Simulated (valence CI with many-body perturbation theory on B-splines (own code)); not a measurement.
The numbers below are computed, except where a source is named.
## From CI to CI+MBPT in Mn²⁺

Level of theory: relativistic CI+MBPT: five valence electrons over a frozen Dirac-Fock core [Ar], radial functions for each j: 7 s, 7 p, 8 d, 6 f, 4 g, 1 h, with the one-electron correlation potential Σ1 (screened to all orders), the two-electron term Σ2, the three-electron term Σ3, Breit, model QED; selected single and double excitations, second order for the rest, scaled by the run's own slope (own B-spline code, finite nucleus).

Set against measurement, 50 paired levels are off by 2649 cm⁻¹ on average, the worst by 6458. These come from a selection out of Corliss and Sugar, J. Phys. Chem. Ref. Data 6, 1253 (1977). Levels without a partner in it may be off by more, other configurations by 1,000 to 8,000 cm⁻¹. Among the levels kept, up to 1900 cm⁻¹ of a level comes from second order outside the variational space, and about a tenth of that is noise between levels of different J, which matters for small intervals. Only levels of the ground parity were solved; by the run's estimate the other parity begins above the list, which can be wrong where configurations are misplaced.

Each rung adds one term. CI alone is the Dirac-Coulomb CI over the frozen core; QED comes last and gives the full result, which names the levels. Energies are above 3d5 6S_5/2 on the same rung, in cm⁻¹. A blank means that the level has no clear partner on that rung.

Names give the largest LS component (configuration and term), which can be under half, so a name can repeat, a term be missing and a line seem to break the LS rules; names also repeat where a configuration has a term twice. Letters in brackets count levels of one name in rising energy.

```tsv
Level	CI alone	Σ1	Σ2	Σ3	Breit	QED	Full
3d5 4G_11/2	25387	+794	+187	-247	-71	+1.6	26051
3d5 4G_9/2	25373	+795	+193	-248	-38	+1.7	26077
3d5 4G_5/2	25329	+790	+191	-247	+14	+1.7	26080
3d5 4G_7/2	25349	+793	+190	-246	-5.1	+1.6	26082
3d5 4P_5/2	26939	+922	+1899	-500	+21	+2.0	29284
3d5 4P_3/2	26942	+931	+1921	-498	+22	+2.1	29319
3d5 4P_1/2	26950	+940	+1931	-496	+21	+1.8	29348
3d5 4D_7/2	29960	+1237	+746	-2.2	-13	+2.0	31930
3d5 4D_1/2	29860	+1283	+802	+2.4	+25	+1.9	31975
3d5 4D_3/2	29912	+1274	+808	+2.9	+9.9	+2.2	32009
3d5 4D_5/2	29961	+1262	+800	-2.4	-8.9	+2.5	32013
3d5 2I_13/2	37149	+1107	+33	-556	-101	+2.3	37635
3d5 2I_11/2	37113	+1099	+28	-559	-45	+2.2	37638
3d5 2D_5/2 [a]				-581	+27	+2.6	41170
3d5 2D_3/2 [a]	38829	+1319	+1934	-589	+6.1	+3.1	41502
3d5 2F_7/2 [a]				-319	-6.4	+2.6	42400
3d5 2F_5/2 [a]				-727	+4.6	+3.5	42834
3d5 4F_9/2	40356	+1328	+1482	-143	-36	+3.1	42989
3d5 4F_7/2				-569	-11	+3.5	43017
```

The middle columns are the shifts that each term adds.

(1) How does the ionisation energy move along the ladder, and which term matters most?

Answers

(1) CI alone 29.528, + Σ1 30.556, + Σ2 32.773, + Σ3 32.771, + Breit 32.787, + QED 32.788 eV. The largest step is Σ2, 2.217 eV. NIST lists 33.668 ± 0.012 eV (measured), further off than its uncertainty and the later steps.
